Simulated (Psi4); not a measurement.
trans-dichloroethylene (C2H2Cl2), singlet, geometry from GFN2-xTB, atoms displaced at random by about 0.08 Å a coordinate; PBE/6-31G, gradient (Psi4).

The Psi4 input:
```
memory 2 GB

molecule mol {
0 1
  Cl    2.224087    0.380646   -0.014178
  C     0.540191   -0.315537   -0.000565
  C    -0.632745    0.453531    0.082247
  Cl   -2.086022   -0.311559    0.022939
  H     0.500811   -1.478056   -0.054490
  H    -0.676398    1.384362   -0.030781
symmetry c1
no_reorient
no_com
}

set basis 6-31g
set reference rks

gradient('pbe')
print_variables()
```

The log (banner, timings and long lists left out):

```
gradient() will perform analytic gradient computation.

   => Loading Basis Set <=

    Name: 6-31G
    Role: ORBITAL
    Keyword: BASIS

         ---------------------------------------------------------
                                   SCF
               by Justin Turney, Rob Parrish, Andy Simmonett
                          and Daniel G. A. Smith
                              RKS Reference
         ---------------------------------------------------------

  ==> Geometry <==

    Molecular point group: c1
    Full point group: C1

    Geometry (in Angstrom), charge = 0, multiplicity = 1:

       Center              X                  Y                   Z               Mass
    ------------   -----------------  -----------------  -----------------  -----------------
         CL           2.224087000000     0.380646000000    -0.014178000000    34.968852682000
         C            0.540191000000    -0.315537000000    -0.000565000000    12.000000000000
         C           -0.632745000000     0.453531000000     0.082247000000    12.000000000000
         CL          -2.086022000000    -0.311559000000     0.022939000000    34.968852682000
         H            0.500811000000    -1.478056000000    -0.054490000000     1.007825032230
         H           -0.676398000000     1.384362000000    -0.030781000000     1.007825032230

  Running in c1 symmetry.

  Rotational constants: A =      1.67807  B =      0.04950  C =      0.04810 [cm^-1]
  Rotational constants: A =  50307.34442  B =   1484.07741  C =   1441.96242 [MHz]
  Nuclear repulsion =  173.425254496129810

  Charge       = 0
  Multiplicity = 1
  Electrons    = 48
  Nalpha       = 24
  Nbeta        = 24

  ==> Algorithm <==

  SCF Algorithm Type is DF.
  DIIS enabled.
  MOM disabled.
  Fractional occupation disabled.
  Guess Type is SAD.
  Energy threshold   = 1.00e-08
  Density threshold  = 1.00e-08
  Integral threshold = 1.00e-12

  ==> Primary Basis <==

  Basis Set: 6-31G
    Blend: 6-31G
    Number of shells: 28
    Number of basis functions: 48
    Number of Cartesian functions: 48
    Spherical Harmonics?: false
    Max angular momentum: 1

  ==> DFT Potential <==

   => LibXC <=

    Version 7.1.2
    S. Lehtola, C. Steigemann, M. J. T. Oliveira, and M. A. L. Marques,  SoftwareX 7, 1–5 (2018) (10.1016/j.softx.2017.11.002)

   => Composite Functional: PBE <=

    PBE GGA Exchange-Correlation Functional

    J.P. Perdew et. al., Phys. Rev. Lett., 77(18), 3865-3868, 1996

    Deriv               =              1
    GGA                 =           TRUE
    Meta                =          FALSE

    Exchange Hybrid     =          FALSE
    MP2 Hybrid          =          FALSE

   => Exchange Functionals <=

    1.0000     XC_GGA_X_PBE

   => Correlation Functionals <=

    1.0000     XC_GGA_C_PBE

   => LibXC Density Thresholds  <==

    XC_GGA_C_PBE:  1.00E-12
    XC_GGA_X_PBE:  1.00E-15

   => Molecular Quadrature <=

    Radial Scheme          =       TREUTLER
    Pruning Scheme         =           NONE
    Nuclear Scheme         =       TREUTLER

    Blocking Scheme        =         OCTREE
    BS radius alpha        =              1
    Pruning alpha          =              1
    Radial Points          =             75
    Spherical Points       =            302
    Total Points           =         126228
    Total Blocks           =           1017
    Max Points             =            255
    Max Functions          =             43
    Weights Tolerance      =       1.00E-15

   => Loading Basis Set <=

    Name: (6-31G AUX)
    Role: JKFIT
    Keyword: DF_BASIS_SCF

  ==> Integral Setup <==

  SCF_SUBTYPE=INCORE selected. In-core MEM_DF algorithm will be used.
  Using in-core AOs.

  ==> MemDFJK: Density-Fitted J/K Matrices <==

    J tasked:                   Yes
    K tasked:                    No
    wK tasked:                   No
    Algorithm:                 Core
    Schwarz Cutoff:           1E-12
    Mask sparsity (%):       3.7326
[...]
  @DF-RKS Final Energy:  -997.17456960350057
    Total Energy =                       -997.1745696035005722
[...]
                       Andy Simmonett, and Alex Sokolov
         ------------------------------------------------------------

  ==> Geometry <==

    Molecular point group: c1
    Full point group: C1

    Geometry (in Angstrom), charge = 0, multiplicity = 1:

       Center              X                  Y                   Z               Mass
    ------------   -----------------  -----------------  -----------------  -----------------
         CL           2.224087000000     0.380646000000    -0.014178000000    34.968852682000
         C            0.540191000000    -0.315537000000    -0.000565000000    12.000000000000
         C           -0.632745000000     0.453531000000     0.082247000000    12.000000000000
         CL          -2.086022000000    -0.311559000000     0.022939000000    34.968852682000
         H            0.500811000000    -1.478056000000    -0.054490000000     1.007825032230
         H           -0.676398000000     1.384362000000    -0.030781000000     1.007825032230

  Nuclear repulsion =  173.425254496129810

  ==> Basis Set <==

  Basis Set: 6-31G
    Blend: 6-31G
    Number of shells: 28
    Number of basis functions: 48
    Number of Cartesian functions: 48
    Spherical Harmonics?: false
    Max angular momentum: 1

  ==> DFJKGrad: Density-Fitted SCF Gradients <==

    Gradient:                    1
    J tasked:                  Yes
    K tasked:                   No
    wK tasked:                  No
    Integrals threads:           1
    Schwarz Cutoff:          1E-12
    Fitting Condition:       1E-10

   => Auxiliary Basis Set <=

  Basis Set: (6-31G AUX)
    Blend: CC-PVDZ-JKFIT
    Number of shells: 138
    Number of basis functions: 472
    Number of Cartesian functions: 472
    Spherical Harmonics?: false
    Max angular momentum: 3

  ==> DFT Potential <==

   => LibXC <=

    Version 7.1.2
    S. Lehtola, C. Steigemann, M. J. T. Oliveira, and M. A. L. Marques,  SoftwareX 7, 1–5 (2018) (10.1016/j.softx.2017.11.002)

   => Composite Functional: PBE <=

    PBE GGA Exchange-Correlation Functional

    J.P. Perdew et. al., Phys. Rev. Lett., 77(18), 3865-3868, 1996

    Deriv               =              1
    GGA                 =           TRUE
    Meta                =          FALSE

    Exchange Hybrid     =          FALSE
    MP2 Hybrid          =          FALSE

   => Exchange Functionals <=

    1.0000     XC_GGA_X_PBE

   => Correlation Functionals <=

    1.0000     XC_GGA_C_PBE

   => LibXC Density Thresholds  <==

    XC_GGA_C_PBE:  1.00E-12
    XC_GGA_X_PBE:  1.00E-15

   => Molecular Quadrature <=

    Radial Scheme          =       TREUTLER
    Pruning Scheme         =           NONE
    Nuclear Scheme         =       TREUTLER

    Blocking Scheme        =         OCTREE
    BS radius alpha        =              1
    Pruning alpha          =              1
    Radial Points          =             75
    Spherical Points       =            302
    Total Points           =         126228
    Total Blocks           =           1017
    Max Points             =            255
    Max Functions          =             43
    Weights Tolerance      =       1.00E-15

  -Total Gradient:
     Atom            X                  Y                   Z
    ------   -----------------  -----------------  -----------------
       1        0.009951847044     0.001497939313     0.000305429466
       2        0.040377736740     0.005939365292    -0.004740111447
       3       -0.130694112938     0.153345596564    -0.001144255149
       4        0.085439757455     0.042576710731    -0.000548635476
       5       -0.004487417542    -0.040239017989    -0.003847570240
       6       -0.000628626827    -0.163115932823     0.009981531378

  Variable Map:
  ----------------------------------------------------------------------------
[...]
  Array Variable Map:
  ----------------------------------------------------------------------------
[...]
[...]
```
